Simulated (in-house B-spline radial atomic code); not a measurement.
The numbers below are computed, except where a source is named.
# Weak and strong correlation along the adiabatic connection

Two-electron singlets in several external potentials (atomic units), by full CI in B-splines with partial waves to l = 8 (correlation energies up to 0.6 % small). The repulsion is scaled by λ at fixed density; W(λ) is the mean repulsion less the Hartree energy, W(0) = E_x, and the area under W from 0 to 1 is E_xc.

One system gave this curve:

```json
{"λ": "0", "W (hartree)": "-1.0059"}
{"λ": "0.02", "W (hartree)": "-1.0079"}
{"λ": "0.05", "W (hartree)": "-1.011"}
{"λ": "0.12", "W (hartree)": "-1.0179"}
{"λ": "0.25", "W (hartree)": "-1.0302"}
{"λ": "0.4", "W (hartree)": "-1.0435"}
{"λ": "0.6", "W (hartree)": "-1.0598"}
{"λ": "0.8", "W (hartree)": "-1.0748"}
{"λ": "1", "W (hartree)": "-1.0886"}
{"λ": "1.4", "W (hartree)": "-1.1131"}
{"λ": "2", "W (hartree)": "-1.1436"}
{"λ": "3", "W (hartree)": "-1.1824"}
{"λ": "4.5", "W (hartree)": "-1.2229"}
{"λ": "7", "W (hartree)": "-1.2654"}
```

Which system is it?
A. −Z/r, Z = 17
B. −V exp(−r²/w²), V = 6.34, w = 6.29
C. −Z exp(−kr)/r, Z = 2.21, k = 0.702
D. −Z/r, Z = 1.49, wall at 1.12 bohr

C. The exchange energy sets the size: −Z exp(−kr)/r, Z = 2.21, k = 0.702: E_x = -1.01, E_c = -0.0444; −Z/r, Z = 17: E_x = -10.4, E_c = -0.0459; −Z/r, Z = 1.49, wall at 1.12 bohr: E_x = -1.75, E_c = -0.0456; −V exp(−r²/w²), V = 6.34, w = 6.29: E_x = -0.533, E_c = -0.0385 hartree.
